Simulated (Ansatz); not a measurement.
Hf4⁺. Charge 1, multiplicity 2. Geometry PBE0-D4/def2-SVP; atoms count from 1.

```xyz
4

Hf   -0.270    0.358   -1.652
Hf   -0.889    1.093    0.951
Hf    1.664    0.181    0.360
Hf   -0.504   -1.632    0.341
```

In the def2 sets Hf takes a core potential; there is no spin–orbit coupling. The charge 1 doublet is spin-contaminated (final ⟨S²⟩ up to 2.58, 0.75 for a pure state). The geometry of the doublet was relaxed on an unsound state (⟨S²⟩ 2.45, where a pure state has 0.75). The structure comes from a short search, and lower isomers may exist.

**Question.** Estimate the Mulliken populations from the PBE0/def2-TZVP orbitals of Ansatz.

**Answer.** 
| atom | charge (e) | spin (α − β) | d electrons |
| --- | --- | --- | --- |
| Hf1 | 0.25 | -0.01 | 2.38 |
| Hf2 | 0.25 | 0.03 | 2.39 |
| Hf3 | 0.25 | -0.01 | 2.38 |
| Hf4 | 0.24 | 0.99 | 2.41 |
Mulliken values and Mayer orders depend strongly on the basis.

**Question.** Where does the spin sit?

**Answer.** Summed by element: Hf 1.00, of 1 unpaired in all. Largest on single atoms: Hf4 0.99, Hf2 0.03, Hf1 -0.01.

**Question.** And the Mayer bond orders between bonded heavy atoms (over 0.3)?

**Answer.** Hf1–Hf2 1.49 (2.77 Å); Hf1–Hf3 1.47 (2.80 Å); Hf1–Hf4 1.46 (2.83 Å); Hf2–Hf3 1.49 (2.77 Å); Hf2–Hf4 1.46 (2.82 Å); Hf3–Hf4 1.46 (2.83 Å).
